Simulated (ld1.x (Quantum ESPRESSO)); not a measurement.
**Before and after: PAW potential for Cl (Z = 17)**

```json
{"Element": "chlorine", "Generator": "ld1.x (Quantum ESPRESSO) 7.5", "Type": "PAW", "Functional": "LDA (PZ)", "Relativity": "non-relativistic", "Frozen core": "[Ne]", "Valence charge": "7", "Reference configuration": "3s2 3p4.75 (charge +0.25)", "Partial waves": "3s (bound): rcut 0.95, rcutus 1.10 bohr; 3s channel at -1.35 Ry: rcut 0.95, rcutus 1.10 bohr; 3p (bound): rcut 1.00, rcutus 1.30 bohr; 3p channel at -0.5 Ry: rcut 1.00, rcutus 1.30 bohr", "Local potential": "all-electron potential smoothed inside 1.15 bohr (lloc = -1)", "Core correction": "Bessel-smoothed model core inside 0.80 bohr", "Augmentation charge": "PSQ, radius 0.85 bohr"}
```

All-electron outer shells of the reference configuration (LDA (PZ), non-relativistic, ld1.x):

```tsv
shell	level (eV)	outermost node (bohr)	outermost maximum (bohr)
3s	-23.21	0.56	1.27
3p	-11.27	0.53	1.41
```

Change: wave 3p channel at -0.5 Ry: rcut 1.00, rcutus 1.30 bohr becomes 3p channel at 5.22 Ry: rcut 1.00, rcutus 1.30 bohr.

Cutoffs: the cutoffs (Ry, on a coarse ladder) from which the occupation-weighted sum of valence levels, in a spherical-Bessel basis at the reference potential, stays within 10 and 1 mRy of its value at 400 Ry; they do not see the model core or the augmentation charge, which bear on the density cutoff. Errors are all-electron minus pseudo energies relative to the spin-unpolarised reference configuration.

What does the change do?

The potential gets neither clearly harder nor softer (35 Ry and 60 Ry → 35 Ry and 60 Ry); both files keep a bound ghost (s); of the 9 tests that both files solve, the error grows in 0 and shrinks in 2 by more than 15 % and 0.3 meV (median size 0.3 → 0.3 meV).

| quantity | base | changed |
| --- | --- | --- |
| cutoff, loose | 35 Ry | 35 Ry |
| cutoff, tight | 60 Ry | 60 Ry |
| bound ghosts | s | s |
| error for 3s2 3p5, meV [ΔE -2.50 eV] | 0.0 | 0.0 |
| error for 3s2 3p4, meV [ΔE 11.49 eV] | -0.6 | -0.3 |
| error for 3s2 3p3, meV [ΔE 37.03 eV] | -6.7 | -4.7 |
| error for 3s2 3p5.3, meV [ΔE -4.67 eV] | -0.1 | 0.0 |
| error for 3s1 3p6, meV [ΔE 9.37 eV] | -0.1 | -0.1 |
| error for 3s2 3p1, meV [ΔE 127.80 eV] | -94 | -86 |
| error for 3s2 3p2, meV [ΔE 75.43 eV] | -30 | -25 |
| error for 3s2 3p4.75 (spin-polarised), meV [ΔE -0.30 eV] | -0.3 | -0.3 |
| error for 3s2 3p5 (spin-polarised), meV [ΔE -2.68 eV] | -0.2 | -0.1 |
| s: phases at 1.40 bohr within 0.05 rad from the reference energy up to (Ry; the scan ends near 5) | to the end of the scan | to the end of the scan |
| p: phases at 1.40 bohr within 0.05 rad from the reference energy up to (Ry; the scan ends near 5) | to the end of the scan | to the end of the scan |
| lowest overlap eigenvalue by channel | s 0.60, p 0.73 | s 0.60, p 0.71 |

 A true bound ghost makes a file unfit for plane-wave use even where its test errors are small: the radial tests pick states by their node count and pass the ghost by.
